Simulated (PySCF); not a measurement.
W(NMe)(S)(OH)2 (CH5NO2SW), SMILES C[N]=[W]([OH])([OH])=[S], multiplicity 1.

Geometry optimised at PBE-D3(BJ)/def2-SVP. The multiplicity is an assumed one; other spin states were not compared. The def2 effective core potentials stand for the cores of W; spin–orbit coupling is left out. One conformer was computed; it need not be the lowest.

All values below come from PBE-D3(BJ)/def2-SVP (PySCF).

Frequencies are harmonic and unscaled.

Computed normal modes with their intensities:
```tsv
mode	ν (cm⁻¹)	IR (km/mol)	moving atoms (share of kinetic energy)
1	92	10.1	S 38 %, C 34 %, H 20 %
2	111	0.1	H 93 %
3	119	0.1	O 37 %, H 27 %, C 24 %, W 8 %
4	186	1.5	O 47 %, S 34 %, H 12 %
5	187	2.1	O 79 %, H 11 %
6	193	9.1	O 49 %, H 27 %, S 11 %, W 11 %
7	239	57.5	H 66 %, O 21 %
8	246	44.1	H 81 %, O 15 %
9	316	57.7	N 66 %, H 25 %
10	340	42.7	N 59 %, H 19 %
11	517	71.1	S 81 %, W 16 %
12	599	166.7	H 60 %, O 24 %, C 10 %
13	600	178.6	H 53 %, O 44 %
14	646	69.9	C 38 %, N 20 %, H 18 %, W 13 %, O 10 %
15	695	37.8	O 69 %, H 24 %
16	710	25.3	O 54 %, H 32 %, W 12 %
17	1055	3.6	H 73 %, C 20 %
18	1065	0.1	H 72 %, C 20 %
19	1326	109.7	N 54 %, C 32 %, H 13 %
20	1374	2.3	H 76 %, N 21 %
21	1394	16.2	H 93 %
22	1395	6.5	H 97 %
23	2922	51.1	H 97 %
24	3008	8.0	H 91 %, C 9 %
25	3019	8.5	H 91 %, C 9 %
26	3758	246.0	H 94 %
27	3761	134.7	H 94 %
```
